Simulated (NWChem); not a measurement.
Species: CH₄OSSi, singlet; SMILES CO[Si]S

```xyz
8

Si     0.7997     0.0217    -0.0017
O     -0.4953    -1.0317    -0.0001
C     -0.3881    -2.4311     0.0003
H     -0.8820    -2.8422     0.8954
H     -0.8936    -2.8432    -0.8877
H      0.6626    -2.7771    -0.0063
S     -0.3778     1.8286     0.0008
H      0.7215     2.6153    -0.0006
```
Atoms are numbered in this order, from 1.

Program: NWChem. Geometry optimised at PBE0/def2-SVP; all other runs use it. Low-valent species are run as closed-shell singlets; no triplet was tried in these runs.

```tsv
quantity	level	value
solvation free energy (kcal/mol) in water	PBE0/def2-SVP, SMD	-2.3
vertical ionisation energy, ΔSCF (eV)	B3LYP/def2-SVP	8.80
vertical, lowest state with f > 0.02, singlet (eV)	B3LYP/def2-SVPD, TDA	4.13
isotropic polarisability (bohr³), static	B3LYP/def2-SVPD	72.8
dipole (D)	PBE0/def2-SVP	1.60
highest harmonic frequency (cm⁻¹)	PBE0/def2-SVP	3139
```
